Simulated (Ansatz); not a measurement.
The same ligand exchange along the group F, Cl, Br.

Gas-phase electronic energies from Ansatz, PBE0-D4/def2-TZVP geometries. CCSD(T)/CBS adds triple-zeta CCSD(T) − MP2 to the extrapolated MP2 energy (def2 sets, frozen cores). This one scheme is used for every species. Functionals use def2-TZVPP. For Br outer-core shells are correlated without core-valence functions, which leaves a few kJ/mol of doubt a bond. Scalar relativity is left out up to krypton. Each species was taken in one conformer, which may not be the lowest.

| reaction | LDA (SPW92) (kcal/mol) | PBE0-D4 (kcal/mol) | ωB97X-V (kcal/mol) |
| --- | --- | --- | --- |
| `CNBF` + H₂S → `CNBS` + H–F | 15.4 | 14.9 | 17.3 |
| `CNBCl` + H₂S → `CNBS` + HCl | 5.1 | 5.5 | 6.3 |
| `CNBBr` + H₂S → `CNBS` + HBr | 2.9 | 3.8 | 4.4 |

(1) Give the CCSD(T)/CBS values in the same order. (An estimate is asked.)

Largest T1 diagnostic: 0.012, for `CNBS`.

Results:

(1) Computed: 15.3, 6.0, 5.1 kcal/mol.
